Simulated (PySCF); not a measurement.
CH3Si, SMILES [Si]C (connectivity only; charge and spin as stated), neutral, multiplicity 2. Atoms are numbered in the order given.

```xyz
5

C     -1.0985     0.0156     0.0000
Si     0.7902     0.0051     0.0000
H     -1.5568     0.4463     0.8946
H     -1.5568     0.4463    -0.8946
H     -1.3577    -1.0574     0.0000
```
Charge 0, spin multiplicity 2.

Coordinates come from a PBE0-D3(BJ)/def2-TZVP optimisation. The isomer is the one that the SMILES or the coordinates give; other isomers of the formula were not compared.

Computed with PySCF 2.14.0 with TDA-LC-ωPBE/def2-TZVPD.

Vertical excitations. The molecule is in vacuum.

```json
[
 {"state": "root 1", "energy (eV)": "0.22", "λ (nm)": "5662", "f": "0.000", "main pairs": "α HOMO→LUMO 98 %"},
 {"state": "root 2", "energy (eV)": "2.14", "λ (nm)": "578", "f": "0.000", "main pairs": "α HOMO−1→LUMO 40 %, β HOMO→LUMO 54 %"},
 {"state": "root 3", "energy (eV)": "3.68", "λ (nm)": "337", "f": "0.038", "main pairs": "α HOMO−1→LUMO 56 %, β HOMO→LUMO 39 %"},
 {"state": "root 4", "energy (eV)": "3.80", "λ (nm)": "326", "f": "0.019", "main pairs": "β HOMO→LUMO+1 92 %"},
 {"state": "root 5", "energy (eV)": "4.35", "λ (nm)": "285", "f": "0.046", "main pairs": "α HOMO→LUMO+1 76 %, α HOMO→LUMO+5 15 %"},
 {"state": "root 6", "energy (eV)": "5.05", "λ (nm)": "245", "f": "0.054", "main pairs": "α HOMO→LUMO+2 85 %"},
 {"state": "root 7", "energy (eV)": "5.99", "λ (nm)": "207", "f": "0.090", "main pairs": "α HOMO→LUMO+4 77 %"},
 {"state": "root 8", "energy (eV)": "6.02", "λ (nm)": "206", "f": "0.084", "main pairs": "α HOMO→LUMO+3 84 %"},
 {"state": "root 9", "energy (eV)": "6.31", "λ (nm)": "197", "f": "0.003", "main pairs": "α HOMO−1→LUMO+1 20 %, α HOMO−1→LUMO+5 7 %, β HOMO→LUMO+2 34 %, β HOMO→LUMO+6 9 %"},
 {"state": "root 10", "energy (eV)": "6.73", "λ (nm)": "184", "f": "0.032", "main pairs": "α HOMO→LUMO+5 60 %, α HOMO→LUMO+1 17 %"}
]
```
Unrestricted roots are not spin-pure.
